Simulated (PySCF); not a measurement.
The same groups moved round the core (benzothiophene boryl+vinyl). All species are isolated molecules in the gas phase. One relaxed conformer stands for each flexible species; it need not be the lowest. Strings in code marks are SMILES.

The brightest of the four lowest singlets (TDA) from two functionals at the same geometries (B3LYP-D3(BJ)/def2-SVP), both in PySCF: PBE-D3(BJ)/def2-TZVP and TPSSh-D3(BJ)/def2-TZVP. Excitations are Tamm–Dancoff values on a coarser integration grid. The basis has no diffuse functions, so Rydberg states are missing or too high.

```csv
species,PBE-D3(BJ)/def2-TZVP (eV),TPSSh-D3(BJ)/def2-TZVP (eV)
`s1c2c(ccc(c2B)C=C)cc1`,4.15,4.55
`Bc1c(C=C)ccc2sccc12`,4.18,4.59
`Bc1cc(C=C)c2ccsc2c1`,4.34,4.69
`Bc1cc(C=C)cc2sccc21`,4.06,4.47
`Bc1cc2c(C=C)cccc2s1`,3.89,4.18
`Bc1cc2ccc(C=C)cc2s1`,3.41,3.74
`c1cc(c2sc(B)cc2c1)C=C`,4.16,4.53
`c1(c(cc2sccc2c1)C=C)B`,4.16,4.55
`C(c1cc2c(scc2)cc1B)=C`,3.91,4.17
`c1csc2c(B)ccc(c12)C=C`,4.42,4.78
```

Over these rows, drawn at random from the members with no instability flagged (it was tested for open shells, ions and some series alone), PBE minus TPSSh-D3(BJ): mean -0.36 eV, from -0.42 eV to -0.27 eV.
